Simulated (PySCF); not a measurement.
Two-component Hartree-Fock for Co²⁶⁺ (cobalt, charge +26)

Start: 1s1; 1s1/2 filled at m_j = +1/2. Calculated with PySCF 2.14 in an even-tempered Gaussian basis (15 s from 34 bohr⁻², ratio 2.4; 9 p from 44 bohr⁻², ratio 2.4; 3 d from 130 bohr⁻², ratio 2.6; 3 f from 200 bohr⁻², ratio 2.6): generalised Hartree-Fock with the X2C-1e Hamiltonian and a Gaussian nucleus; one run each with spin-orbit coupling (SO) switched off, then screened by Boettger's factors, then bare.

```csv
spinor shell,electrons,"ε, spin-free (eV)","ε, screened SO (eV)","ε, bare SO (eV)",weight of nominal j (screened SO),"rms radius, screened SO (bohr)"
1s1/2,1,-10016.6,-10016.6,-10016.6,1.000,0.0631
```

```json
{"quantity": "E (hartree)", "spin-free": "-368.10500", "screened SO": "-368.10500", "bare SO": "-368.10500"}
{"quantity": "M_J", "spin-free": "1/2", "screened SO": "1/2", "bare SO": "1/2"}
{"quantity": "⟨J²⟩", "spin-free": "0.750", "screened SO": "0.750", "bare SO": "0.750"}
{"quantity": "⟨L²⟩", "spin-free": "0.000", "screened SO": "0.000", "bare SO": "0.000"}
{"quantity": "⟨S²⟩", "spin-free": "0.750", "screened SO": "0.750", "bare SO": "0.750"}
```

Without spin-orbit coupling the j labels of p, d and f shells carry no meaning; the spin-free column gives the mean over the occupied spinors of each nl shell.
